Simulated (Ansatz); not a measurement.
`CB[SiH2][SiH2][AlH2]` + `[AlH2][CH2][SiH3]` → `CB[SiH2][AlH2]` + `[AlH2][SiH2]C[SiH3]`  (redistribution)

Computed with Ansatz on PBE0-D4/def2-TZVP structures; ΔE is electronic, products minus reactants. CBS: MP2 limit from def2 TZ/QZ plus the TZ coupled-cluster correction, frozen cores. Functionals use def2-TZVPP. B3LYP here is the variant with VWN-RPA as its local correlation; programs differ in this. Each species was taken in one conformer, which may not be the lowest.

| level | ΔE (kJ/mol) |
| --- | --- |
| r2SCAN-D4 | 6.0 |
| B2PLYP | 8.3 |
| B3LYP | 6.0 |
| HF/def2-TZVPP | 11.5 |

Problem. What does CCSD(T)/CBS give? (Best estimate.)

Solution. Ansatz gave: +9.3 kJ/mol. The listed levels differ from it by -3.3, -1.0, -3.3, 2.2 kJ/mol.

Largest T1 diagnostic among the species: 0.014.

The D4 term adds +3.1 kJ/mol with B3LYP and +1.8 kJ/mol with PBE0; it sums over pairs of atoms, weighted by their polarisabilities, and B3LYP, whose exchange is more repulsive, gets the larger term.
